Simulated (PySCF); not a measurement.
PySCF input for C₂H₄AlNO₂, SMILES C(=[N][AlH][O]C)=O, B3LYP/pcSseg-1. Coordinates come from a PBE-D3(BJ)/def2-SVP optimisation. The structure was generated by enumeration; whether it is a known compound was not checked. Other conformers were not sampled.

```python
import numpy as np
from pyscf import gto, scf, dft
from pyscf.prop.nmr import rks as nmr

mol = gto.M(
    atom='''
    Al   -1.07093479    0.60296650   -0.00000000
    H    -2.63319572    0.79629526   -0.00000000
    N    -0.31285392   -1.01817809   -0.00000000
    C     0.19075313   -2.12205325    0.00000000
    O     0.68150326   -3.19811669   -0.00000000
    O    -0.08037025    1.98812780    0.00000000
    C     1.29064551    2.28920444   -0.00000000
    H     1.55506936    2.89396333   -0.89623281
    H     1.93773084    1.38146412    0.00000001
    H     1.55506936    2.89396333    0.89623281
    ''',
    basis='pcSseg-1',
    charge=0,
    spin=0,
    max_memory=1600,
    verbose=3,
)
mf = dft.RKS(mol, xc='b3lyp')
mf.grids.level = 3
mf.conv_tol = 1e-10
mf.max_cycle = 100
mf.kernel()
n = nmr.NMR(mf)
n.verbose = 2
n.max_cycle_cphf = 60
sigma = n.kernel()
print('atom   isotropic/ppm   span/ppm')
for i, s in enumerate(sigma):
    w = np.linalg.eigvalsh((s + s.T) / 2)
    print(f'{mol.atom_symbol(i):2s}{i + 1:3d} {w.mean():14.3f} {w[2] - w[0]:11.3f}')
```

Output:

```
converged SCF energy = -526.34377163894
atom   isotropic/ppm   span/ppm
Al  1        455.216     106.307
H   2         27.582       9.765
N   3        205.209     206.319
C   4         50.204     344.509
O   5        189.929     309.182
O   6        276.424     143.099
C   7        121.338      83.893
H   8         27.226      10.060
H   9         27.018       9.655
H  10         27.226      10.060
```

The run converged.
